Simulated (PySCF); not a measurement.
Gas-phase reaction: AlBr + 3 HBr = 2 Br₂ + AlH₃

Method: PySCF energies plus ideal-gas RRHO corrections (1 bar). † marks an energy on the PBE0/def2-TZVP geometry and frequencies; other levels use their own. CCSD(T) freezes the core. 6-31G* has spherical d functions here. All species are closed-shell singlets. Br: all electrons, no relativistic terms. AlH₃: computed as isolated molecules; such fragments, hydroxides, amides, oligomers or adducts are transient or little studied in the gas. CCSD(T) isn't extrapolated to the basis-set limit; its ΔH°(298 K) is 339.6 kJ in def2-SVP and 319.5 kJ in def2-TZVPP. The harmonic model lacks anharmonicity and excited electronic states, which grow with temperature; levels with a mode under 35 cm⁻¹ are left out.

```
level                ΔE electronic, kJ  ΔH°(298 K), kJ  ΔS°(298 K), J/K  ΔG°(1400 K), kJ
-------------------  -----------------  --------------  ---------------  ---------------
BLYP/def2-TZVP†                    283             279             -138              470
CCSD(T)/def2-TZVPP†                323             320             -138              510
HF/6-31G*                          316             313             -139              506
M06-2X/def2-TZVP†                  309             306             -138              496
PBE/def2-TZVP†                     284             280             -138              471
PBE0/def2-SVP†                     312             309             -138              499
r2SCAN/def2-TZVP†                  290             287             -138              477
ωB97M-V/def2-TZVP†                 304             301             -138              492
ωB97X-V/def2-TZVP†                 284             280             -138              471
```
ΔH° is lowest at BLYP/def2-TZVP† and highest at CCSD(T)/def2-TZVPP†. No reference value is set beside these.
